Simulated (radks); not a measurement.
Results of a calculation; reference values are marked as such.
Question: All-electron atom: the osmium ion Os44+ in [Ar] 3d10 4s2 4p2. Code: a radial shooting solver on a logarithmic mesh with Libxc functionals. Model: scalar-relativistic Kohn-Sham, exchange-only r2SCAN, spin-polarised, spherical densities, finite nucleus; open shells are filled with parallel spins first (spin-orbit coupling, left out, can overturn this in heavy ions); meta-GGA in the generalised Kohn-Sham scheme; Fermi nuclear charge, rms radius 5.4126 fm. Some entries of the table are withheld. Estimate them.

orbital,occ.,eigenvalue (hartree),<r^2> (bohr^2)
1s up,1,-2797.514,0.0004336
1s down,1,-2797.390,0.0004336
2s up,1,-553.3805,0.006620
2s down,1,-553.3514,0.006619
2p up,3,-492.2122,0.005510
2p down,3,-492.1316,0.005511
3s up,1,-186.3772,0.04151
3s down,1,-186.3080,0.04149
3p up,3,-168.2221,0.04198
3p down,3,-168.1297,0.04195
3d up,5,-148.5503,(1)
3d down,5,-148.4523,(2)
4s up,1,-89.22405,0.1636
4s down,1,-88.59252,0.1636
4p up,2,-82.33599,0.1732
4p down,0,-81.71486,0.1732

Answer: 
(1) 3d up <r^2> (bohr^2): 0.03435
(2) 3d down <r^2> (bohr^2): 0.03431
